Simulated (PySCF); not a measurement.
# How the method moves the adiabatic energies of losing or gaining an electron of germanium tetrachloride

Structure: `[Cl][Ge]([Cl])([Cl])[Cl]` (Cl4Ge).

All levels share the PBE0-D3(BJ)/def2-SVP structures and the PBE0-D3(BJ)/def2-SVP thermal terms; only the single-point energies (PySCF) change. Values are adiabatic energies of losing or gaining an electron (0 K, eV).

Measured (NIST Chemistry WebBook): adiabatic ionisation energy 11.70 eV.

```
                                             level  ionisation energy to the radical cation     time
r2SCAN/pcseg-2 (grid 3, conv 1e-10, max cycle 100)                                    11.16  5.9 min
                         ωB97X-D3(BJ)/ma-def2-TZVP                                    11.52        –
                        LC-ωPBE/def2-TZVP (grid 3)                                    11.60  9.2 min
```

Times are wall times for all single points of a level on 1 thread of Arm Neoverse N1, a shared host; the dash marks the run that also made the structures. LC-ωPBE, r2SCAN ran on a slower path of this set-up, which computes the density-fitting integrals anew in every SCF cycle while the other levels store them. So the times needn't show the usual order of cost, and those levels read slower than they are.

The spread: 0.43 eV, from 11.16 to 11.60.

Known limits: spin-orbit coupling is left out of the energies, which matters for open shells on the heavier atoms; atoms from Ga to Kr are treated without relativity; Cl1 and Cl3 are equivalent in the parent, but the relaxed radical cation is symmetry-broken (Td to C2v), as a Jahn-Teller-type distortion or an artefact of the method; its spin populations, distances and adiabatic value belong to that structure.

Differences come from unrounded values, so a last digit can differ from that of the printed terms.
